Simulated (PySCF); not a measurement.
**What settings do to a single point of CeF4(NH3)**

The sound run of CeF4(NH3) (singlet) uses PySCF 2.14.0, RKS TPSS, Ce lcecp-2-SVP with ECP46, F def2-SVP, N def2-SVP, H def2-SVP; non-relativistic Hamiltonian with scalar-relativistic core potentials where named; density fitting; no spin-orbit coupling, grid (50, 194), threshold 1e-8 Eh and 55 cycles, at the relaxed geometry:

```xyz
9

Ce    0.3321   -0.0692    0.0000
F     0.6470   -1.1282    1.7471
F     0.6470   -1.1282   -1.7471
F     1.9004    1.2740    0.0000
F    -1.3244    1.1680    0.0000
N    -1.6864   -1.8237    0.0000
H    -2.2997   -1.7313    0.8205
H    -2.2997   -1.7313   -0.8205
H    -1.3648   -2.8006    0.0000
```

There Ce1 has a Mulliken charge of 1.46 e and the dipole about the centre of mass is 5.17 D. Each run below changes one thing and starts from free metal ions and neutral atoms unless it says otherwise; with 55 cycles, smearing, a level shift and second-order steps follow where DIIS fails, and their cycles count. Energy shifts count from the sound run. On f atoms grids over 110 angular points are at least (60, 302).

```json
{"change": "cycle limit 5", "outcome": "not converged", "cycles": "5", "energy shift (eV)": "–", "largest force component (eV/Å)": "–", "charge on Ce1 (e)": "–", "dipole about the centre of mass (D)": "–"}
{"change": "start from a density of up to 30 smeared cycles (not counted)", "outcome": "converged", "cycles": "7", "energy shift (eV)": "0.0000", "largest force component (eV/Å)": "0.01", "charge on Ce1 (e)": "1.46", "dipole about the centre of mass (D)": "5.17"}
```

One further run converged with energy shift (eV) -0.13, largest force component (eV/Å) 0.59, charge on Ce1 (e) 1.46, dipole about the centre of mass (D) 5.18. Which change was it?
A. H8 put 0.5 Å from Ce1, limit 74 cycles
B. all coordinates × 0.94
C. grid (40, 110)

C.

And the other changes listed?


```tsv
change	outcome	cycles	energy shift (eV)	largest force component (eV/Å)	charge on Ce1 (e)	dipole about the centre of mass (D)
all coordinates × 0.94	converged	9	1.33	3.55	1.35	4.86
H8 put 0.5 Å from Ce1, limit 74 cycles	converged	14	164.88	577.99	1.91	1.38
```

Unsound on purpose, so not properties of the compound: H8 put 0.5 Å from Ce1, limit 74 cycles.

Forces carry noise of the integration grid, about 0.01 to 0.03 eV/Å.

No frequency check is given that shows the relaxed geometry to be a minimum.
